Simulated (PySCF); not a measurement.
H6O4SiSn, SMILES [Sn]([O][SiH3])([OH])([OH])[OH].

Geometry optimised at r2SCAN-D4/def2-SVP. A frequency run showed that this geometry is not a minimum. The def2 effective core potentials stand for the cores of Sn; spin–orbit coupling is left out. One conformer was computed; it need not be the lowest.

Computed with B3LYP/def2-TZVP run with PySCF.

Gas-phase values at a fixed geometry.

Computed frontier levels, gap, dipole moment and polarisability:
- highest occupied level: -8.54 eV
- lowest empty level: -2.45 eV
- orbital gap: 6.09 eV
- dipole moment: 1.01 D
- quadrupole, principal values (traceless, Buckingham form, about the centre of nuclear charge): -3.93, -0.32, 4.25 D·Å
- mean static polarisability: 75.1 bohr³ (11.13 Å³)
- polarisability, principal values: 70.0, 72.1, 83.3 bohr³
